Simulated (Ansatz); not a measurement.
`C#[C][GeH2][CH3]` + H–F → `C#[C][GeH2][F]` + CH₄  (ligand exchange at a Ge–C bond)

Isolated molecules relaxed with PBE0-D4/def2-TZVP in Ansatz; ΔE leaves out vibrations. CBS: MP2 limit from def2 TZ/QZ plus the TZ coupled-cluster correction, frozen cores. This one scheme is used for every species. Functionals use def2-TZVPP. For Ge outer-core shells are correlated without core-valence functions, which leaves a few kJ/mol of doubt a bond. Scalar relativity is left out up to krypton.

CCSD(T)/CBS gives -15.4 kcal/mol.

**Question.** Another level gave -16.5 kcal/mol. Which?
A. RPA@PBE/def2-TZVPP
B. LC-ωPBE/def2-TZVPP
C. BHLYP-D4/def2-TZVPP
D. LDA (SPW92)/def2-TZVPP

**Answer.** A. RPA@PBE/def2-TZVPP -16.5, LDA (SPW92) -14.8, LC-ωPBE -17.7, BHLYP-D4 -19.2 kcal/mol.

Largest T1 diagnostic among the species: 0.013.

From r2SCAN to r2SCAN0 (25 % exact exchange), in def2-TZVPP and without D4, ΔE moves by +1.1 kcal/mol. The D4 term adds +1.4 kcal/mol with B3LYP and +0.8 kcal/mol with PBE0; it sums over pairs of atoms, weighted by their polarisabilities, and B3LYP, whose exchange is more repulsive, gets the larger term. Leaving LDA and LC-ωPBE aside and taking each functional with its dispersion term where it has one, the values, not all of them listed here, spread over 4.9 kcal/mol, from B97M-V to HSE06-D4. LDA lies +2.6 kcal/mol from PBE without D4.

B3LYP here is the variant with VWN-RPA as its local correlation; programs differ in this.
